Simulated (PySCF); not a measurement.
## Excitation energy of Kr⁺ by level of theory

Kr⁺ [Ar] 3d10 4s2 4p5 (2P) → Kr⁺ [Ar] 3d10 4s2 4p4 4d1 (high-spin determinant), as a difference of total energies. All numbers are calculated (PySCF 2.14, the non-relativistic Hamiltonian (point nucleus), in dyall-av2z). Correlated levels: valence: [Ar] 3d10 frozen; virtual orbitals above 40 to 60 times the deepest correlated orbital energy dropped. The calculations carry no spin-orbit coupling.

| method | excitation energy (cm⁻¹) |
| --- | --- |
| UHF | 120600 |
| LDA | 125850 |
| PBE | 122900 |
| PBE0 | 123540 |
| r2SCAN | 124720 |
| BHandHLYP | 125920 |
| B2PLYP | 126250 |
| CAM-B3LYP | 126170 |
| revPBE | 122310 |
| MP2 (valence) | 127020 |
| SCS-MP2 (valence) | 126870 |

A first-order spin-orbit estimate (lowest level to lowest level, LS coupling) adds 0.013 eV.

The promoted electron is Rydberg-like, and one or two diffuse shells describe it only roughly, which tends to raise the upper state.

The determinant of the upper state mixes LS terms, which raises its energy above the lowest term, most at the Hartree-Fock and MP2 levels.
